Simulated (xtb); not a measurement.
Hg, charge -1, doublet (GFN-xTB shapes and energies of metal compounds can be far from the true ones) (a state made from the parent by changing its charge; the spin is typed, not shown lowest); xtb with GFN2-xTB.

Input for xtb:
```
$ xtb mol.xyz --gfn 2 --chrg -1 --uhf 1 --json

# file mol.xyz
1

Hg     0.00000000     0.00000000     0.00000000
```

Output, abridged:

```
   ID    Z sym.   atoms
    1   80 Hg     1

           -------------------------------------------------
          |                Calculation Setup                |
           -------------------------------------------------

           -------------------------------------------------
          |                 G F N 2 - x T B                 |
           -------------------------------------------------

          ...................................................
          :                      SETUP                      :
          :.................................................:
          :  # basis functions                   4          :
          :  # atomic orbitals                   4          :
          :  # shells                            2          :
          :  # electrons                         3          :
          :  max. iterations                   250          :
          :  Hamiltonian                  GFN2-xTB          :
          :  restarted?                      false          :
          :  GBSA solvation                  false          :
          :  PC potential                    false          :
          :  electronic temp.          300.0000000     K    :
          :  accuracy                    1.0000000          :
          :  -> integral cutoff          0.2500000E+02      :
          :  -> integral neglect         0.1000000E-07      :
          :  -> SCF convergence          0.1000000E-05 Eh   :
          :  -> wf. convergence          0.1000000E-03 e    :
          :  Broyden damping             0.4000000          :
          :  net charge                         -1          :
          :  unpaired electrons                  1          :
          ...................................................

 iter      E             dE          RMSdq      gap      omega  full diag
   1     -0.8351587 -0.835159E+00  0.141E+01    0.00       0.0  T
   2     -0.8351587  0.000000E+00  0.113E+01    0.00       0.0  T
   3     -0.8351587  0.000000E+00  0.871E+00    0.00       0.0  T
   4     -0.8351587  0.000000E+00  0.697E+00    0.00       0.0  T
   5     -0.8351587  0.000000E+00  0.558E+00    0.00       0.0  T
   6     -0.8351587  0.000000E+00  0.446E+00    0.00       0.0  T
   7     -0.8351587  0.000000E+00  0.357E+00    0.00       0.0  T
   8     -0.8351587 -0.144329E-14  0.285E+00    0.00       0.0  T
   9     -0.8351587  0.555112E-15  0.228E+00    0.00       0.0  T
  10     -0.8351587 -0.666134E-15  0.176E+00    0.00       0.0  T
  11     -0.8351587  0.999201E-15  0.141E+00    0.00       0.0  T
  12     -0.8351587  0.000000E+00  0.108E+00    0.00       0.0  T
  13     -0.8351587 -0.111022E-15  0.867E-01    0.00       0.0  T
  14     -0.8351587 -0.888178E-15  0.693E-01    0.00       0.0  T
  15     -0.8351587  0.999201E-15  0.534E-01    0.00       0.0  T
  16     -0.8351587 -0.888178E-15  0.393E-01    0.00       0.0  T
  17     -0.8351587 -0.111022E-15  0.314E-01    0.00       0.0  T
  18     -0.8351587  0.000000E+00  0.242E-01    0.00       0.0  T
  19     -0.8351587 -0.388578E-14  0.178E-01    0.00       0.0  T
  20     -0.8351587 -0.121125E-12  0.142E-01    0.00       0.0  T
  21     -0.8351587 -0.501366E-11  0.110E-01    0.00       0.0  T
  22     -0.8351587 -0.262674E-09  0.811E-02    0.00       0.0  T
  23     -0.8351587 -0.175325E-07  0.913E-02    0.00       0.0  T
  24     -0.8351602 -0.150167E-05  0.667E-01    0.00       0.0  T
  25     -0.8353298 -0.169528E-03  0.706E+00    0.01       0.0  T
  26     -0.8528972 -0.175674E-01  0.715E+01    0.10       0.1  T
  27     -0.8682729 -0.153757E-01  0.637E+01    1.09       1.1  T
  28     -0.8682729 -0.193317E-09  0.319E+01    1.97       2.0  T
  29     -0.8682729  0.000000E+00  0.135E+01    2.48       2.5  T
  30     -0.8682729  0.000000E+00  0.459E+00    2.72       2.7  T
  31     -0.8682729  0.000000E+00  0.367E+00    2.75       2.7  T
  32     -0.8682729  0.000000E+00  0.294E+00    2.77       2.8  T
  33     -0.8682729  0.000000E+00  0.235E+00    2.79       2.8  T
  34     -0.8682729  0.000000E+00  0.188E+00    2.80       2.8  T
  35     -0.8682729  0.000000E+00  0.150E+00    2.81       2.8  T
  36     -0.8682729  0.000000E+00  0.120E+00    2.82       2.8  T
  37     -0.8682729  0.000000E+00  0.962E-01    2.82       2.8  T
  38     -0.8682729  0.000000E+00  0.770E-01    2.83       2.8  T
  39     -0.8682729  0.000000E+00  0.616E-01    2.83       2.8  T
  40     -0.8682729  0.000000E+00  0.493E-01    2.84       2.8  T
  41     -0.8682729  0.000000E+00  0.394E-01    2.84       2.8  T
  42     -0.8682729  0.000000E+00  0.315E-01    2.84       2.8  T
  43     -0.8682729  0.000000E+00  0.252E-01    2.84       2.8  T
  44     -0.8682729  0.000000E+00  0.202E-01    2.85       2.8  T
  45     -0.8682729  0.000000E+00  0.161E-01    2.85       2.8  T
  46     -0.8682729  0.000000E+00  0.129E-01    2.85       2.8  T
  47     -0.8682729  0.000000E+00  0.103E-01    2.85       2.8  T
  48     -0.8682729  0.000000E+00  0.826E-02    2.85       2.8  T
  49     -0.8682729  0.000000E+00  0.661E-02    2.85       2.8  T
  50     -0.8682729  0.000000E+00  0.529E-02    2.85       2.8  T
  51     -0.8682729  0.000000E+00  0.423E-02    2.85       2.9  T
  52     -0.8682729  0.000000E+00  0.339E-02    2.85       2.9  T
  53     -0.8682729  0.000000E+00  0.271E-02    2.85       2.9  T
  54     -0.8682729  0.000000E+00  0.217E-02    2.85       2.9  T
  55     -0.8682729  0.000000E+00  0.173E-02    2.85       2.9  T
  56     -0.8682729  0.000000E+00  0.139E-02    2.85       2.9  T
  57     -0.8682729  0.000000E+00  0.111E-02    2.85       2.9  T
  58     -0.8682729  0.000000E+00  0.887E-03    2.85       2.9  T
  59     -0.8682729  0.000000E+00  0.710E-03    2.85       2.9  T
  60     -0.8682729  0.000000E+00  0.568E-03    2.85       2.9  T
  61     -0.8682729  0.000000E+00  0.454E-03    2.85       2.9  T
  62     -0.8682729  0.000000E+00  0.363E-03    2.85       2.9  T
  63     -0.8682729  0.000000E+00  0.291E-03    2.85       2.9  T
  64     -0.8682729  0.000000E+00  0.233E-03    2.85       2.9  T
  65     -0.8682729  0.000000E+00  0.186E-03    2.85       2.9  T
  66     -0.8682729  0.000000E+00  0.149E-03    2.85       2.9  T
  67     -0.8682729  0.000000E+00  0.119E-03    2.85       2.9  T
  68     -0.8682729  0.000000E+00  0.953E-04    2.85       2.9  T
  69     -0.8682729  0.000000E+00  0.762E-04    2.85       2.9  T

   *** convergence criteria satisfied after 69 iterations ***

         :::::::::::::::::::::::::::::::::::::::::::::::::::::
         ::                     SUMMARY                     ::
         :::::::::::::::::::::::::::::::::::::::::::::::::::::
         :: total energy              -0.868272891164 Eh    ::
         :: gradient norm              0.000000000000 Eh/a0 ::
         :: HOMO-LUMO gap              2.851322292484 eV    ::
         ::.................................................::
         :: SCC energy                -0.868272891164 Eh    ::
         :: -> isotropic ES            0.107758308537 Eh    ::
         :: -> anisotropic ES          0.000000000000 Eh    ::
         :: -> anisotropic XC         -0.034928313797 Eh    ::
         :: -> dispersion              0.000000000000 Eh    ::
         :: repulsion energy           0.000000000000 Eh    ::
         :: add. restraining           0.000000000000 Eh    ::
         :: total charge              -1.000000000000 e     ::
         :::::::::::::::::::::::::::::::::::::::::::::::::::::

           -------------------------------------------------
          |                Property Printout                |
           -------------------------------------------------

    * Orbital Energies and Occupations

         #    Occupation            Energy/Eh            Energy/eV
      -------------------------------------------------------------
         1        2.0000           -0.0893908              -2.4324
         2        1.0000            0.0545284               1.4838 (HOMO)
         3                          0.1593126               4.3351 (LUMO)
         4                          0.1593126               4.3351
      -------------------------------------------------------------
                  HL-Gap            0.1047842 Eh            2.8513 eV
             Fermi-level            0.0447446 Eh            1.2176 eV

     #   Z          covCN         q      C6AA      α(0)
     1  80 Hg       0.000    -1.000   492.515    43.163

 Mol. C6AA /au·bohr⁶  :        492.515028
 Mol. C8AA /au·bohr⁸  :      49439.428626
 Mol. α(0) /au        :         43.163016

Wiberg/Mayer (AO) data.
largest (>0.10) Wiberg bond orders for each atom

 ---------------------------------------------------------------------------
     #   Z sym  total        # sym  WBO       # sym  WBO       # sym  WBO
 ---------------------------------------------------------------------------
     1  80 Hg   0.000
 ---------------------------------------------------------------------------

molecular dipole:
                 x           y           z       tot (Debye)
 q only:        0.000       0.000       0.000
   full:        0.000       0.000       0.000       0.000
molecular quadrupole (traceless):
                xx          xy          yy          xz          yz          zz
 q only:        0.000       0.000       0.000       0.000       0.000       0.000
  q+dip:        0.000       0.000       0.000       0.000       0.000       0.000
   full:       -8.413       0.000       4.206       0.000       0.000       4.206

           -------------------------------------------------
          | TOTAL ENERGY               -0.868272891164 Eh   |
          | GRADIENT NORM               0.000000000000 Eh/α |
          | HOMO-LUMO GAP               2.851322292484 eV   |
           -------------------------------------------------

normal termination of xtb
```
